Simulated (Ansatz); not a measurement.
A nudged elastic band was laid between two geometries of Cl2HInS (5 atoms, charge 0, multiplicity 1).

Theory: RKS BHLYP-D4/def2-SVP (Ansatz).

- movable images: 7
- climbing image: yes
- spring: 5.0 eV/Å²
- optimiser: quadratic models (default)
- start path: IDPP
- force threshold: 0.05 eV/Å
- iteration limit: 10
- end points: relaxed

Initial state:

```xyz
5
Properties=species:S:1:pos:R:3
S -0.118 1.757 0.712
In 0.323 -0.468 0.004
Cl 2.173 -1.653 0.768
Cl -1.094 -1.555 -1.495
H -1.233 1.845 -0.031
```

Final state:

```xyz
5
Properties=species:S:1:pos:R:3
S -0.654 1.750 0.335
In -0.099 -0.473 -0.294
Cl 1.798 -1.526 0.560
Cl -1.412 -1.690 -1.779
H 0.417 1.866 1.136
```

Problem. What changes between the two ends?

Solution. No bond is made or broken. The height of In2 over the plane of its neighbours goes from 0.00 to 0.00 Å. The two ends are copies of one structure, up to a mirror image or an exchange of like atoms.

Problem. Give the energies along the band, and the barrier.

Solution. It converged. The highest image is number 4 of 0 to 8, 0.162 eV above the ends, which have the same energy within 2 meV. Another band between the same ends (7 images) ends at a top of the same energy, where a vibrational analysis finds 1 clearly imaginary mode.

```tsv
image	path coordinate (Å)	energy (eV)	height of In2 over the plane of its neighbours (Å)
0	0.00	0.000	0.00
1	0.37	0.026	0.00
2	0.74	0.085	0.00
3	1.11	0.140	0.01
4	1.48	0.162	0.01
5	1.84	0.140	0.01
6	2.21	0.085	0.00
7	2.58	0.026	0.00
8	2.94	0.000	0.00
```

Problem. What is the geometry of the highest image?

Solution. 
```xyz
5
Properties=species:S:1:pos:R:3
S -0.923 1.432 0.908
In 0.108 -0.540 0.016
Cl 2.245 -1.231 0.636
Cl -0.957 -1.928 -1.523
H -0.423 2.193 -0.079
```

Run time: 4.2 min on 1 thread of Arm Neoverse V1, on a shared host, peak memory 0.21 GiB.
